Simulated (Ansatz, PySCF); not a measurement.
Process, species as SMILES: Cl (HCl) -> Cl atom + H atom (the Cl-H bond at the site shown breaks; other sites are not compared here)
Geometries: B3LYP-D3(BJ)/def2-TZVP minima from Ansatz (a first-principles code).
Geometry of the first species:
SMILES: Cl
```xyz
2

Cl     0.0000     0.0000    -0.0712
H      0.0000     0.0000     1.2108
```

Quantity: bond dissociation energy (enthalpy at 298 K, with B3LYP-D3(BJ) rigid-rotor harmonic-oscillator terms from PySCF), in kcal/mol. Cores are frozen in the correlated levels unless marked. Open shells are spin-unrestricted. Spin-orbit coupling is left out. Non-relativistic. CBS(X,Y): correlation extrapolated as X^-3; Hartree-Fock from the larger set (for Q and 5 zeta extrapolated as (X+1)exp(-9√X)).

From measured enthalpies of formation at 298 K: 103.1 kcal/mol (Cl (HCl) -22.0, ATcT 1.112; Cl atom 29.0, ATcT 1.112; H atom 52.1, ATcT 1.112). It holds spin-orbit effects, which the calculations lack, and core correlation, which the frozen-core levels lack.

```tsv
level	program	bond dissociation energy (kcal/mol)	error against measurement
HF/def2-SVP	Ansatz	71.8	-31.3
B97M-V/def2-TZVPD	Ansatz	104.3	1.2
B3LYP-D3(BJ)/def2-TZVPD	Ansatz + dftd3	101.8	-1.3
PBE0-D3(BJ)/def2-TZVPD	Ansatz + dftd3	101.6	-1.5
PW6B95/def2-TZVPD	PySCF	102.8	-0.3
LC-wPBE/def2-TZVPD	Ansatz	99.9	-3.2
B2PLYP-D3(BJ)/def2-TZVPD	Ansatz + dftd3	100.8	-2.3
RI-MP2/def2-TZVPPD	Ansatz	102.4	-0.7
CCSD(T)/cc-pV(5+d)Z	Ansatz	103.6	0.5
CCSD(T)/CBS(cc-pV(Q+d)Z,cc-pV(5+d)Z)	Ansatz	104.1	1.0
```
